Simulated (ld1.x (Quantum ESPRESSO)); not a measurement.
# Configuration tests for Al (Z = 13) (TM)

```
Element                 : Al (Z = 13)
Generator               : ld1.x (Quantum ESPRESSO) 7.5
Type                    : norm-conserving Troullier–Martins (Kleinman–Bylander form)
Functional              : PBE
Relativity              : non-relativistic
Frozen core             : [Ne]
Valence charge          : 3
Reference configuration : 3s2 3p1
Partial waves           : 3p (bound): rc 1.85 bohr; 3s (bound): rc 1.45 bohr
Local potential         : the s channel
Core correction         : none
```

Energies are relative to the spin-unpolarised reference configuration 3s2 3p1; without spin polarisation the order of configurations can differ from experiment.

```json
{"valence configuration": "3s1 3p0", "charge": "+2", "ΔE all-electron (eV)": "24.963", "error AE − PS (meV)": "+25"}
{"valence configuration": "3s2 3p0.5", "charge": "+0.5", "ΔE all-electron (eV)": "2.090", "error AE − PS (meV)": "+0.1"}
{"valence configuration": "3s1 3p2", "charge": "0", "ΔE all-electron (eV)": "5.107", "error AE − PS (meV)": "+11"}
{"valence configuration": "3s0 3p3", "charge": "0", "ΔE all-electron (eV)": "10.383", "error AE − PS (meV)": "+65"}
{"valence configuration": "3s1 3p1", "charge": "+1", "ΔE all-electron (eV)": "11.543", "error AE − PS (meV)": "+15"}
```

Question: What are ΔE and the potential's error for 3s2 3p1.3?

Answer: ΔE = -0.577 eV all-electron; the error (AE − PS) is +0.1 meV.

Question: What are ΔE and the potential's error for 3s2 3p0?

Answer: ΔE = 5.771 eV all-electron; the error (AE − PS) is 0.0 meV.

Levels in the configuration 3s1 3p0:

```tsv
level	all-electron (eV)	pseudo (eV)
3s	-23.705	-23.616
```
